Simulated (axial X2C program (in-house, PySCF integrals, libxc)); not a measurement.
# Photoelectron levels of SnO by EOM-IP-CCSD

Calculated with an in-house all-electron X2C program for linear molecules (integrals from PySCF): two-component X2C with atomic mean-field Coulomb and Gaunt terms, Gaussian nuclei, basis Sn dyall-cv3z, O dyall-av3z with contracted cores.

R = 1.748 Å (0.960 times 1.821 Å, the PBE0 minimum at charge 0 for the lowest determinant).

Vertical ionisation energies of SnO to the states of SnO⁺:

| Ω of SnO⁺ | vertical IE (eV) | above lowest (cm⁻¹) | ionised spinor | one-hole weight |
| --- | --- | --- | --- | --- |
| 1/2 | 9.929 | 0 | 51% O pσ, 25% Sn pσ, 15% Sn sσ | 0.94 |
| 3/2 | 10.255 | 2631 | 82% O pπ, 11% Sn pπ | 0.91 |
| 1/2 | 10.299 | 2981 | 78% O pπ, 13% Sn pπ | 0.91 |
| 1/2 | 14.301 | 35260 | 50% Sn sσ, 35% O pσ, 7% Sn pσ | 0.91 |

**Question.** What is the splitting of the first π pair in the table, and is it regular or inverted?

**Answer.** E(3/2) − E(1/2) = 2631 − 2981 = -350 cm⁻¹ at EOM-IP-CCSD: inverted, Ω = 3/2 lower. Splittings at this level can be off by ten to twenty per cent.

This point took 36 s on 1 thread of Intel(R) Xeon(R) Processor @ 2.30GHz, with other jobs on the host.

Reference electrons by ω block (each with its −ω partner): 1/2: 19, 3/2: 8, 5/2: 2. 20 electrons of SnO correlated (inner shells frozen), 94 natural virtual spinors (a truncated set); levels can be off by some tenths of an eV. Roots sought by Ω: (1/2: 4, 3/2: 3, 5/2: 1); the list ends where they run out and leaves out roots under 60 % one-particle weight. The solver can skip a root, and states that need a further excitation, which the method places far too high, are missing though they may lie low or lowest. T1 of the reference 0.026 (Lee–Taylor). Number of frozen shells: Sn 4 s, 3 p, 1 d; O 1 s. Large amplitudes in the reference (orbital relaxation or multireference character) lower the reliability.
